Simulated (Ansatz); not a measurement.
Geometry optimisation, RHF/6-31G* (Ansatz).

Input:

```yaml
crystal:
  periodic: [false, false, false]
  atoms:
    - { symbol: B, position_ang: [0.111554, -0.107238, -0.137366] }
    - { symbol: H, position_ang: [0.061342, -0.37258, 1.023002] }
    - { symbol: "N", position_ang: [1.295744, -0.202252, -0.857208] }
    - { symbol: H, position_ang: [2.164589, -0.459761, -0.448295] }
    - { symbol: H, position_ang: [1.348848, 0.033089, -1.823825] }
    - { symbol: F, position_ang: [-1.010653, 0.244976, -0.748854] }
    - { symbol: Cl, position_ang: [0.100106, 2.509492, 1.47746] }
    - { symbol: H, position_ang: [-0.13153, 1.277574, 1.879786] }
basis:
  gaussian: { orbitals: "6-31G*" }
hamiltonian:
  xc: hf
relax:
  f_tol: 0.03
  max_steps: 50
```

Run as:

```bash
$ ansatz run input.yaml --threads 1 --pin off --max-ram 2048MiB --backend cpu --events-out ev --progress --plain --runs-dir out
```

Q: Where does it end, and by what steps?

A: The run converged. The force dipped under the threshold on the way, but the program's further checks kept it going. After 35 steps the energy has fallen by 0.373 eV; Cl7 moved furthest, 1.61 Å.

```json
{"step": "0", "energy less start (eV)": "0.0000", "largest force component (eV/Å)": "1.722", "accepted": "yes"}
{"step": "2", "energy less start (eV)": "-0.2114", "largest force component (eV/Å)": "0.496", "accepted": "yes"}
{"step": "4", "energy less start (eV)": "-0.2446", "largest force component (eV/Å)": "0.135", "accepted": "yes"}
{"step": "6", "energy less start (eV)": "-0.1993", "largest force component (eV/Å)": "1.147", "accepted": "no"}
{"step": "8", "energy less start (eV)": "-0.2499", "largest force component (eV/Å)": "0.207", "accepted": "yes"}
{"step": "10", "energy less start (eV)": "-0.2539", "largest force component (eV/Å)": "0.029", "accepted": "yes"}
{"step": "12", "energy less start (eV)": "-0.2551", "largest force component (eV/Å)": "0.243", "accepted": "yes"}
{"step": "14", "energy less start (eV)": "-0.2607", "largest force component (eV/Å)": "0.073", "accepted": "yes"}
{"step": "16", "energy less start (eV)": "-0.2617", "largest force component (eV/Å)": "0.043", "accepted": "yes"}
{"step": "18", "energy less start (eV)": "-0.2742", "largest force component (eV/Å)": "0.406", "accepted": "yes"}
{"step": "20", "energy less start (eV)": "-0.3033", "largest force component (eV/Å)": "0.586", "accepted": "yes"}
{"step": "22", "energy less start (eV)": "-0.3268", "largest force component (eV/Å)": "0.987", "accepted": "no"}
{"step": "24", "energy less start (eV)": "-0.3537", "largest force component (eV/Å)": "0.303", "accepted": "yes"}
{"step": "26", "energy less start (eV)": "-0.3621", "largest force component (eV/Å)": "0.388", "accepted": "yes"}
{"step": "28", "energy less start (eV)": "-0.3698", "largest force component (eV/Å)": "0.060", "accepted": "yes"}
{"step": "30", "energy less start (eV)": "-0.3720", "largest force component (eV/Å)": "0.058", "accepted": "yes"}
{"step": "32", "energy less start (eV)": "-0.3727", "largest force component (eV/Å)": "0.042", "accepted": "yes"}
{"step": "34", "energy less start (eV)": "-0.3732", "largest force component (eV/Å)": "0.029", "accepted": "yes"}
{"step": "35", "energy less start (eV)": "-0.3735", "largest force component (eV/Å)": "0.011", "accepted": "yes"}
```

```xyz
8
Properties=species:S:1:pos:R:3
B 0.690 -0.288 -0.015
H 0.793 -1.008 0.921
N 1.246 -0.583 -1.251
H 1.764 -1.415 -1.422
H 1.162 0.020 -2.040
F 0.006 0.855 0.132
Cl -1.039 3.091 2.461
H -0.681 2.252 1.580
```

Whether the end is a true minimum wasn't checked by a vibrational analysis.

Time of the run: 45 s on 1 thread of Arm Neoverse V2, with other jobs on the host, peak memory 0.14 GiB.
